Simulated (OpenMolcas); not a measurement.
# Os4+ in Cs2GeF6

Os4+ with its 6 nearest fluoride ions at 1.892 Å, on the Ge site of Cs2GeF6 (a = 9.021 Å, distance in the model lattice 1.804 Å). The rest of the host is ab initio model potentials to 7.6 Å and point charges beyond; the distance is set by hand and nothing relaxes. Ligand basis ANO-RCC-VDZP.
```
Os    0.0000    0.0000    0.0000
F     1.8920    0.0000    0.0000
F     0.0000    1.8920    0.0000
F    -1.8920    0.0000    0.0000
F     0.0000   -1.8920    0.0000
F     0.0000    0.0000    1.8920
F     0.0000    0.0000   -1.8920
```

```json
{
 "Program": "OpenMolcas",
 "Method": "CASSCF",
 "Basis": "ANO-RCC-VTZP [8s7p5d3f2g1h]",
 "Scalar Hamiltonian": "DKH2, point nucleus",
 "Active space": "4 electrons in 5 orbitals (5d)",
 "State averaging": "2S+1 = 5 even, 5 roots; 2S+1 = 3 even, 45 roots; 2S+1 = 1 even, 50 roots",
 "Spin-orbit coupling": "RASSI with atomic mean-field integrals over the reference wave functions"
}
```

The lowest spin-free states (labels of O, the rotations of Oh), above the lowest:

```json
{"State": "3T1", "Degeneracy": "3", "E (cm-1)": "0.0"}
{"State": "1T2", "Degeneracy": "3", "E (cm-1)": "8842"}
{"State": "1E", "Degeneracy": "2", "E (cm-1)": "9862"}
{"State": "1A1", "Degeneracy": "1", "E (cm-1)": "20600"}
{"State": "5E", "Degeneracy": "2", "E (cm-1)": "21267"}
{"State": "3E", "Degeneracy": "2", "E (cm-1)": "35938"}
{"State": "2S+1 = 3", "Degeneracy": "3", "E (cm-1)": "37124"}
{"State": "2S+1 = 3", "Degeneracy": "3", "E (cm-1)": "37906"}
{"State": "3A1", "Degeneracy": "1", "E (cm-1)": "39143"}
{"State": "3A2", "Degeneracy": "1", "E (cm-1)": "40644"}
{"State": "3E", "Degeneracy": "2", "E (cm-1)": "41968"}
{"State": "1T2", "Degeneracy": "3", "E (cm-1)": "43969"}
{"State": "1A2", "Degeneracy": "1", "E (cm-1)": "44113"}
{"State": "1T1", "Degeneracy": "3", "E (cm-1)": "46113"}
{"State": "1E", "Degeneracy": "2", "E (cm-1)": "47717"}
{"State": "2S+1 = 3", "Degeneracy": "3", "E (cm-1)": "52269"}
{"State": "2S+1 = 3", "Degeneracy": "3", "E (cm-1)": "52343"}
{"State": "1A1", "Degeneracy": "1", "E (cm-1)": "54320"}
{"State": "1T1", "Degeneracy": "3", "E (cm-1)": "59662"}
{"State": "5T2", "Degeneracy": "3", "E (cm-1)": "60503"}
```

The lowest levels with spin-orbit coupling:

```json
{"E (cm-1)": "0.0", "Degeneracy": "1", "2S+1": "3"}
{"E (cm-1)": "3608", "Degeneracy": "3", "2S+1": "3"}
{"E (cm-1)": "6497", "Degeneracy": "3", "2S+1": "3 (86 %)"}
{"E (cm-1)": "6618", "Degeneracy": "2", "2S+1": "3 (90 %)"}
{"E (cm-1)": "15457", "Degeneracy": "3", "2S+1": "1 (83 %)"}
{"E (cm-1)": "16262", "Degeneracy": "2", "2S+1": "1 (88 %)"}
{"E (cm-1)": "27391", "Degeneracy": "1", "2S+1": "1 (65 %)"}
{"E (cm-1)": "27405", "Degeneracy": "1", "2S+1": "5"}
{"E (cm-1)": "27510", "Degeneracy": "3", "2S+1": "5"}
{"E (cm-1)": "27628", "Degeneracy": "2", "2S+1": "5"}
{"E (cm-1)": "27712", "Degeneracy": "3", "2S+1": "5"}
{"E (cm-1)": "28010", "Degeneracy": "1", "2S+1": "5 (60 %)"}
{"E (cm-1)": "40083", "Degeneracy": "3", "2S+1": "3"}
{"E (cm-1)": "41107", "Degeneracy": "1", "2S+1": "3 (89 %)"}
{"E (cm-1)": "41833", "Degeneracy": "3", "2S+1": "3"}
{"E (cm-1)": "42156", "Degeneracy": "3", "2S+1": "3"}
{"E (cm-1)": "42733", "Degeneracy": "2", "2S+1": "3"}
{"E (cm-1)": "43570", "Degeneracy": "3", "2S+1": "3"}
{"E (cm-1)": "44677", "Degeneracy": "3", "2S+1": "3 (90 %)"}
{"E (cm-1)": "44682", "Degeneracy": "3", "2S+1": "3"}
```

Powder χT (cm3 K/mol): 0.00138 at 2 K, 0.00691 at 10 K, 0.0345 at 50 K, 0.0691 at 100 K, 0.138 at 200 K, 0.207 at 300 K. The effective moment at 300 K is 2.828 √(χT) = 1.29 μB.

The lowest level has 2S+1 = 3, for which the spin-only value is χT = S(S+1) / 2 = 1.000 cm3 K/mol (g = 2). The computed 0.207 at 300 K differs by -0.793, through orbital momentum, spin-orbit coupling and any other state in reach. With a threefold ground state the orbital momentum is unquenched, so the spin-only value is not expected to hold.

Metal share of the active 5d orbitals (Löwdin): 73, 73, 86, 86, 86 %; Mulliken charge of the metal 2.16.

A least-squares ligand-field fit to the states below 45000 cm-1, each weighted by its degeneracy and with a free common offset, gives 10Dq = 38898 cm-1, B = 701 cm-1 and C = 2850 cm-1 (C/B = 4.07), with an rms deviation of 172 cm-1.

The same method and metal basis give the free ion B = 872 cm-1 (fit to its terms below 60000 cm-1, rms deviation 26 cm-1), so the nephelauxetic ratio is β = 701 / 872 = 0.80; it hangs on how both fits weigh the states, and computed free-ion B values tend to be too large, so β mixes covalency with correlation.

Without dynamic correlation the repulsion within the d shell is too large (B by tens of per cent), so at a given field states of lower spin stand too high. The least metal-like active orbital is 73 % on the metal (Löwdin) and no ligand orbital is active, so the numbers are rough. With metal d orbitals alone the field can be off either way by tens of per cent. Ligand-to-metal charge-transfer states are missing. With no ligand orbital active B as a rule stays too high, so bands that hang on it stand too high and its fall with covalency is understated. No measured value stands beside these numbers; the geometry was set by hand and not optimised.

A state without a sure symmetry label is named by its multiplicity alone.
